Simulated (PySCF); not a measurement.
Ga, charge +1, singlet; B3LYP/6-311G** in PySCF.

Here is a job for PySCF.
```python
from pyscf import gto, scf, dft

mol = gto.Mole()
mol.atom = '''
    Ga    0.000000    0.000000    0.000000
'''
mol.basis = '6-311g**'
mol.charge = 1
mol.spin = 0
mol.verbose = 4
mol.build()

mf = dft.RKS(mol)
mf.xc = 'b3lyp'
mf.kernel()
```

What the program printed (banner, timings and long lists left out):

```
PySCF version 2.14.0

[INPUT] verbose = 4
[INPUT] num. atoms = 1
[INPUT] num. electrons = 30
[INPUT] charge = 1
[INPUT] spin (= nelec alpha-beta = 2S) = 0
[INPUT] symmetry False subgroup None
[INPUT] Mole.unit = angstrom
[INPUT] Symbol           X                Y                Z      unit          X                Y                Z       unit  Magmom
[INPUT]  1 Ga     0.000000000000   0.000000000000   0.000000000000 AA    0.000000000000   0.000000000000   0.000000000000 Bohr   0.0

nuclear repulsion = 0
number of shells = 18
number of NR pGTOs = 84
number of NR cGTOs = 44
basis = 6-311g**
ecp = {}

******** <class 'pyscf.dft.rks.RKS'> ********
method = RKS
initial guess = minao
damping factor = 0
level_shift factor = 0
DIIS = <class 'pyscf.scf.diis.CDIIS'>
diis_start_cycle = 1
diis_space = 8
diis_damp = 0
SCF conv_tol = 1e-09
SCF conv_tol_grad = None
SCF max_cycles = 50
direct_scf = True
direct_scf_tol = 1e-13
XC library pyscf.dft.libxc version 7.1.2
    S. Lehtola, C. Steigemann, M. J. T. Oliveira, and M. A. L. Marques,  SoftwareX 7, 1–5 (2018)
XC functionals = b3lyp
    P. J. Stephens, F. J. Devlin, C. F. Chabalowski, and M. J. Frisch,  J. Phys. Chem. 98, 11623 (1994)
radial grids:
    Treutler-Ahlrichs [JCP 102, 346 (1995); DOI:10.1063/1.469408] (M4) radial grids

becke partition: Becke, JCP 88, 2547 (1988); DOI:10.1063/1.454033
pruning grids: <function nwchem_prune>
grids dens level: 3
symmetrized grids: False
atomic radii adjust function: <function treutler_atomic_radii_adjust>
small_rho_cutoff = 0
Set gradient conv threshold to 3.16228e-05
Initial guess from minao.
tot grids = 20904
init E= -1923.17075076521
  HOMO = -0.325433223559338  LUMO = -0.0683244216193689  gap/eV = 6.99629
cycle= 1 E= -1924.52843968449  delta_E= -1.36  |g|= 1.55  |ddm|= 0.63
  HOMO = -0.672765082540145  LUMO = -0.350645777282221  gap/eV = 8.76531
cycle= 2 E= -1924.48407078251  delta_E= 0.0444  |g|= 1.37  |ddm|= 1.21
  HOMO = -0.624158751434676  LUMO = -0.317937458438679  gap/eV = 8.33271
cycle= 3 E= -1924.59398000107  delta_E= -0.11  |g|= 0.376  |ddm|= 0.553
  HOMO = -0.622888187909226  LUMO = -0.314965768556605  gap/eV = 8.37900
cycle= 4 E= -1924.60274847566  delta_E= -0.00877  |g|= 0.00433  |ddm|= 0.104
  HOMO = -0.622743659726312  LUMO = -0.314854254042295  gap/eV = 8.37810
cycle= 5 E= -1924.60274935473  delta_E= -8.79e-07  |g|= 0.00072  |ddm|= 0.00159
  HOMO = -0.62281741952124  LUMO = -0.314911172478712  gap/eV = 8.37856
cycle= 6 E= -1924.60274939195  delta_E= -3.72e-08  |g|= 1.39e-05  |ddm|= 0.000303
  HOMO = -0.622816813086331  LUMO = -0.314910859392487  gap/eV = 8.37855
cycle= 7 E= -1924.60274939196  delta_E= -1.14e-11  |g|= 1.3e-07  |ddm|= 6.84e-06
  HOMO = -0.622816841495915  LUMO = -0.314910886643016  gap/eV = 8.37855
Extra cycle  E= -1924.60274939196  delta_E=    0  |g|= 1.62e-07  |ddm|= 9.64e-08
converged SCF energy = -1924.60274939196
```
